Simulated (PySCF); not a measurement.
C3H4ClNSi, SMILES Cl[Si@H]1C=CC=N1. Heavy atoms are numbered as in [Cl:1][Si@H:2]1[CH:3]=[CH:4][CH:5]=[N:6]1. Hydrogens are named by the atom that carries them.

Coordinates come from a B3LYP-D3(BJ)/def2-SVP optimisation. The structure was generated by enumeration; whether it is a known compound was not checked.

All values below come from HF/pcSseg-1 (PySCF).

GIAO shieldings, no solvent; atoms alike by connectivity are averaged. δ = σ(ref) − σ: ³⁵Cl against HCl (σ = 958.2 ppm); ²⁹Si against TMS (σ = 393.8 ppm); ¹³C against TMS (σ = 192.6 ppm); ¹⁵N against NH3 (σ = 267.3 ppm); ¹H against TMS (σ = 31.99 ppm), references at their B3LYP-D3(BJ)/def2-TZVP geometries, non-relativistic (without spin–orbit terms, shifts of atoms bonded to Cl or Br come out too high).

```
atoms      nucleus  count  δ (ppm)
---------  -------  -----  -------
Cl1           ³⁵Cl      1    -43.8
Si2 (SiH)     ²⁹Si      1      [?]
C5 (CH)        ¹³C      1    187.0
C4 (CH)        ¹³C      1    156.1
C3 (CH)        ¹³C      1    154.4
N6             ¹⁵N      1      [?]
H on C5         ¹H      1      [?]
H on C3         ¹H      1      [?]
H on C4         ¹H      1      [?]
H on Si2        ¹H      1     5.35
```

### Question
Complete the blanks. (Estimate from the structure and the level; the computed values follow.)

### Answer

- H on C3, δ (ppm): 7.38
- N6, δ (ppm): 372.0
- H on C4, δ (ppm): 7.38
- Si2 (SiH), δ (ppm): 5.6
- H on C5, δ (ppm): 8.92
